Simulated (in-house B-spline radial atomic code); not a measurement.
Configurations of Nb IV (Nb3+), with energies counted from [Kr] (4d3/2)2. All numbers are computed (Dirac-Hartree-Fock, average of each configuration as written; Fermi nucleus of rms radius 4.324 fm) with an all-electron radial atomic-structure program (B-spline basis), not measured. Energies include first-order Breit, QED and recoil terms.

Occupations are held fixed; configurations that lie above the ionisation limit could autoionise.

```tsv
configuration	E - E(ref) (eV)	highest orbital	its <r> (bohr)
[Kr] (4d3/2)1 (4d5/2)1	0.34324	4d5/2	1.721
[Ar] 3d10 4s2 (4p1/2)2 (4p3/2)3 (4d3/2)2 5s1	40.256	5s1/2	2.791
[Ar] 3d10 4s2 (4p1/2)2 (4p3/2)3 (4d3/2)1 (4d5/2)1 (5f7/2)1	62.415	5f7/2	7.135
[Ar] 3d10 4s2 (4p1/2)2 (4p3/2)3 (4d5/2)2 (7f5/2)1	67.785	7f5/2	15.84
[Ar] (3d3/2)3 (3d5/2)6 4s2 4p6 (4d5/2)2 (6p1/2)1	233.99	6p1/2	5.833
[Ar] (3d3/2)4 (3d5/2)5 4s2 4p6 (4d3/2)2 (5g7/2)1	235.59	5g7/2	6.847
```

**Question.** Order these further configurations by energy, lowest first.
A. [Ar] 3d10 4s2 (4p1/2)1 (4p3/2)4 (4d5/2)2 (5g7/2)1
B. [Kr] (4d3/2)1 (4f7/2)1
C. [Ar] 3d10 4s2 (4p1/2)2 (4p3/2)3 (4d3/2)1 (4d5/2)1 (5p1/2)1
D. [Kr] (4d5/2)2
E. [Kr] (4d3/2)1 (8g9/2)1

**Answer.** D (0.43253 eV), B (21.827 eV), E (32.592 eV), C (46.84 eV), A (64.375 eV).

**Question.** How far above the reference does [Kr] (4d5/2)1 (5g7/2)1 lie?

**Answer.** 27.5 eV; its least bound orbital is 5g7/2 with <r> = 6.857 bohr.
